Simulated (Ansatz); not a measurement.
Reactions of CH₇BSi₂, SMILES `C[SiH]1B[SiH2]1`.

Gas-phase electronic energies from Ansatz, PBE0-D4/def2-TZVP geometries. CBS: MP2 limit from def2 TZ/QZ plus the TZ coupled-cluster correction, frozen cores. This one scheme is used for every species, atoms too. Functionals use def2-TZVPP. Open shells (•) are unrestricted, without spin–orbit coupling. Spin–orbit coupling would lower the free atoms: a little for B, C, Si. One conformer a species, not always the lowest.

```
                                                     reaction  CCSD(T)/CBS(def2) (kJ/mol)
`C[SiH]1B[SiH2]1` + `C[SiH3]` → `C[SiH2][SiH]1B[SiH2]1` + CH₄                         -24
                   `C[SiH]1B[SiH2]1` → B• + C• + 7 H• + 2 Si•                        3577
                       `C[SiH]1B[SiH2]1` → `B1[SiH2]C[SiH2]1`                         -30
                       `C[SiH]1B[SiH2]1` → `BC1[SiH2][SiH2]1`                         -48
                        `C[SiH]1B[SiH2]1` → `[SiH3][SiH]1BC1`                           ?
                       `C[SiH]1B[SiH2]1` → `[SiH3]C1B[SiH2]1`                           ?
      `C[SiH]1B[SiH2]1` + SiH₄ → `[SiH3][SiH]1B[SiH2]1` + CH₄                         -24
```

Task: Fill in the missing values. (An estimate is asked.)

Result: The calculation gave: `C[SiH]1B[SiH2]1` → `[SiH3][SiH]1BC1`: +18.5 kJ/mol; `C[SiH]1B[SiH2]1` → `[SiH3]C1B[SiH2]1`: +2.1 kJ/mol.

Largest T1 diagnostic: 0.016, for `[SiH3][SiH]1B[SiH2]1`.
